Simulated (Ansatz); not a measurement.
Ga₁₄P₁₃H₃₄, a nanocrystal cut from zinc blende GaP (hydrogen-capped). Charge 0, multiplicity 2. Geometry PBE-D4/def2-SVP, that of the charge -1 singlet; atoms count from 1.

Cartesian coordinates in Å:
```
P -1.591 -1.008 -3.987
P -3.500 -2.344 -0.465
P 0.203 2.238 -3.723
P 0.795 3.873 -0.619
P -3.149 -0.180 2.622
P -0.922 2.672 2.670
P -1.515 0.869 -0.624
P 0.048 -2.652 -1.024
P 2.286 0.416 -1.157
P 0.631 -0.707 2.230
P -1.601 -3.644 2.365
P 2.778 2.382 2.085
P 4.157 -1.528 1.473
Ga -1.774 1.207 -2.962
Ga -3.498 -0.011 0.278
Ga -0.494 -3.084 -3.341
Ga -1.690 -3.876 -0.023
Ga -1.228 3.044 0.327
Ga 0.469 4.501 -2.932
Ga 1.986 0.620 -3.542
Ga 2.763 2.564 -0.340
Ga -2.992 1.989 3.711
Ga -1.293 -1.457 3.358
Ga 0.962 1.370 3.308
Ga 0.373 -0.452 -0.118
Ga 4.115 -1.102 -0.935
Ga 2.284 -2.358 2.759
H -1.190 -0.750 -5.336
H -2.944 -1.387 -4.281
H -4.730 -2.966 -0.077
H -3.704 -2.394 -1.881
H -0.059 2.349 -5.130
H 1.045 5.088 0.102
H -4.313 -0.816 3.168
H -0.672 3.979 3.206
H 1.240 -3.382 -0.720
H -2.739 -4.318 2.918
H -0.585 -4.534 2.832
H 2.975 3.694 2.626
H 4.003 1.806 2.554
H 4.659 -0.377 2.160
H 5.269 -2.388 1.752
H -3.190 1.787 -3.369
H -4.882 0.617 -0.149
H -1.694 -4.135 -3.283
H 0.782 -3.319 -4.230
H -1.985 -5.361 -0.462
H -2.463 3.995 0.057
H -0.909 5.280 -3.056
H 1.819 5.105 -3.507
H 3.320 1.215 -4.159
H 1.388 -0.751 -4.081
H 4.102 3.258 -0.810
H -4.165 2.913 3.181
H -2.769 1.713 5.258
H -1.198 -1.607 4.928
H 1.271 1.318 4.857
H 3.716 -2.517 -1.534
H 5.493 -0.403 -1.287
H 1.868 -3.725 2.055
H 2.639 -2.329 4.305
```

Single mean-field runs in def2-SVP are fitted with def2-universal-jkfit.

(1) Estimate the Mulliken populations of the heavy atoms from the PBE0/def2-SVP orbitals of Ansatz.

(2) Where does the spin sit?

(3) And the Mayer bond orders between heavy atoms (over 0.3)?

## Answers

(1) 
```csv
atom,charge (e),spin (α − β)
P1,-0.20,0.00
P2,-0.23,0.00
P3,-0.35,0.12
P4,-0.36,0.08
P5,-0.38,0.01
P6,-0.37,0.03
P7,-0.57,0.13
P8,-0.38,0.00
P9,-0.50,0.24
P10,-0.55,0.08
P11,-0.20,0.00
P12,-0.21,0.01
P13,-0.19,0.01
Ga14,0.38,-0.01
Ga15,0.41,0.01
Ga16,0.19,0.00
Ga17,0.35,0.00
Ga18,0.36,-0.02
Ga19,0.25,-0.01
Ga20,0.21,0.02
Ga21,0.40,-0.01
Ga22,0.23,0.00
Ga23,0.36,0.00
Ga24,0.39,-0.01
Ga25,0.46,-0.01
Ga26,0.23,0.06
Ga27,0.21,0.01
```
Mulliken values depend strongly on the basis.

(2) Summed by element: P 0.69, Ga 0.04, H 0.28, of 1 unpaired in all. Largest on single atoms: P9 0.24, P7 0.13, P3 0.12.

(3) P1–Ga14 0.69 (2.45 Å); P1–Ga16 0.65 (2.44 Å); P2–Ga15 0.63 (2.45 Å); P2–Ga17 0.69 (2.41 Å); P3–Ga14 0.82 (2.36 Å); P3–Ga19 0.67 (2.41 Å); P3–Ga20 0.63 (2.41 Å); P4–Ga18 0.77 (2.38 Å); P4–Ga19 0.66 (2.42 Å); P4–Ga21 0.73 (2.38 Å); P5–Ga15 0.80 (2.38 Å); P5–Ga22 0.64 (2.43 Å); P5–Ga23 0.79 (2.37 Å); P6–Ga18 0.76 (2.39 Å); P6–Ga22 0.67 (2.42 Å); P6–Ga24 0.77 (2.38 Å); P7–Ga14 0.73 (2.38 Å); P7–Ga15 0.76 (2.35 Å); P7–Ga18 0.72 (2.39 Å); P7–Ga25 0.74 (2.36 Å); P8–Ga16 0.67 (2.42 Å); P8–Ga17 0.83 (2.35 Å); P8–Ga25 0.76 (2.40 Å); P9–Ga20 0.64 (2.41 Å); P9–Ga21 0.81 (2.35 Å); P9–Ga25 0.84 (2.34 Å); P9–Ga26 0.60 (2.39 Å); P10–Ga23 0.79 (2.35 Å); P10–Ga24 0.78 (2.36 Å); P10–Ga25 0.78 (2.38 Å); P10–Ga27 0.67 (2.40 Å); P11–Ga17 0.72 (2.40 Å); P11–Ga23 0.65 (2.42 Å); P12–Ga21 0.65 (2.43 Å); P12–Ga24 0.67 (2.41 Å); P13–Ga26 0.64 (2.45 Å); P13–Ga27 0.67 (2.42 Å).
